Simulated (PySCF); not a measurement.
**Electric properties by functional and basis**

C3H8O2Si.
InChI=1S/C3H8O2Si/c1-3(2)6(4)5/h4-6H,1H2,2H3

PySCF, dipoles from the SCF density, polarisabilities from static response with core orbitals frozen. One conformer (not necessarily the lowest) at the PBE0-D3(BJ)/def2-SVP geometry, without solvent, vibrations or thermal averaging.

The anisotropy is √(½[(α1 − α2)² + (α2 − α3)² + (α3 − α1)²]).

```csv
level,μ (D),α (au),anisotropy (au)
LDA/def2-SVPD,1.644,74.77,21.51
PBE/def2-SVPD,1.566,73.82,21.40
B3LYP/def2-SVPD,1.691,71.18,20.56
PBE0/def2-SVPD,1.675,70.44,20.41
BHandHLYP/def2-SVPD,1.801,68.16,19.95
CAM-B3LYP/def2-SVPD,1.763,69.96,19.97
wB97X-D/def2-SVPD,1.720,69.94,19.71
LC-wPBE/def2-SVPD,1.760,68.31,19.33
HF/def2-SVPD,1.895,65.38,19.78
PBE0/6-31G*,1.912,56.86,23.54
PBE0/def2-SVP,1.805,58.84,23.41
PBE0/6-31+G*,1.944,65.88,20.53
PBE0/aug-cc-pVDZ,1.607,72.08,20.53
PBE0/def2-TZVP,1.686,67.01,21.88
```

The dipole runs from 1.57 D (PBE/def2-SVPD) to 1.94 D (PBE0/6-31+G*). No reference polarisability is at hand; against PBE0 in the largest diffuse basis at hand (aug-cc-pVDZ) the other PBE0 rows deviate by 6-31G* -21%, def2-SVP -18%, 6-31+G* -9%, def2-SVPD -2%, def2-TZVP -7%. In one basis (def2-SVPD) the functionals order the polarisability from HF (lowest) to LDA (highest), a spread of 14%. With PBE0 the polarisability is 60.90 au without diffuse functions (mean of 6-31G*, def2-SVP and def2-TZVP) and 69.47 au with them (mean of 6-31+G*, def2-SVPD and aug-cc-pVDZ).
